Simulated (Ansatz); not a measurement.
Geometry optimisation, Ansatz, RKS B3LYP/6-31G*.

input.yaml

```yaml
crystal:
  periodic: [false, false, false]
  atoms:
    - { symbol: Al, position_ang: [0.0, 0.0, 0.0] }
    - { symbol: O, position_ang: [0.0, 0.0, 2.13] }
    - { symbol: H, position_ang: [-0.9095, -0.2814, 2.4671] }
    - { symbol: "N", position_ang: [1.6627, 0.0, -0.96] }
    - { symbol: H, position_ang: [2.1293, -0.9179, -1.2118] }
    - { symbol: H, position_ang: [2.1141, 0.9179, -1.2382] }
    - { symbol: "N", position_ang: [-1.6627, 0.0, -0.96] }
    - { symbol: H, position_ang: [-2.3316, -0.8164, -0.8614] }
    - { symbol: H, position_ang: [-1.9118, 0.8164, -1.5886] }
    - { symbol: P, position_ang: [0.1156, 2.4456, 0.8135] }
    - { symbol: H, position_ang: [0.6761, 2.4854, 2.1176] }
    - { symbol: H, position_ang: [0.927, 3.2022, -0.0729] }
    - { symbol: H, position_ang: [0.0596, 1.2596, 1.9613] }
basis:
  gaussian: { orbitals: "6-31G*" }
hamiltonian:
  xc: b3lyp
relax:
  f_tol: 0.15
  max_steps: 25
  restrain:
    - { distance: [0, 9], at: 2.28, k: 30.0 }
    - { distance: [12, 1], at: 1.01, k: 30.0 }
    - { distance: [0, 1], at: 2.98, k: 30.0 }
    - { distance: [12, 9], at: 2.62, k: 30.0 }
```

Run as:

```bash
$ ansatz run input.yaml --threads 2 --pin off --max-ram 3072MiB --backend cpu --events-out ev --progress --plain --runs-dir out
```

Task: Where does it end, and by what steps?

Result: The run converged. The restraints hold the end off the free minimum; the threshold counts their pulls, which the force column leaves out. Restrained pairs: Al1–P10 (2.58 → 2.30 Å), O2–H13 (1.27 → 0.99 Å), Al1–O2 (2.13 → 2.97 Å), P10–H13 (1.65 → 2.63 Å). After 15 steps the energy has fallen by 3.519 eV (the restraints' own energy left out); H9 moved furthest, 1.23 Å.

```
step  energy less start (eV)  largest force component (eV/Å)  accepted
   0                  0.0000                           4.179       yes
   1                 -1.1927                           3.746       yes
   2                 -1.8375                           2.560       yes
   3                 -2.3316                           2.363       yes
   4                 -2.8183                           1.578       yes
   5                 -3.0024                           1.322       yes
   6                 -3.0996                           1.078       yes
   7                 -3.1601                           1.603       yes
   8                 -3.3095                           0.946       yes
   9                 -3.3619                           0.870       yes
  10                 -3.4274                           0.874       yes
  11                 -3.4531                           0.907       yes
  12                 -3.4921                           0.705       yes
  13                 -3.5040                           0.796       yes
  14                 -3.5035                           0.774       yes
  15                 -3.5192                           0.769       yes
```

```xyz
13
Properties=species:S:1:pos:R:3
Al 0.230 0.752 -0.378
O -0.515 -0.048 2.385
H -1.118 -0.313 1.660
N 1.671 -0.022 -1.090
H 1.674 -0.904 -1.590
H 2.621 0.267 -0.892
N -1.388 -0.044 -0.529
H -1.564 -0.873 -1.087
H -2.245 0.494 -0.455
P 0.193 2.692 0.854
H 1.525 2.571 1.345
H 0.534 3.637 -0.157
H -0.748 0.902 2.530
```

Time of the run: 48 s on 2 threads of Arm Neoverse V2, with other jobs on the host, peak memory 0.22 GiB.
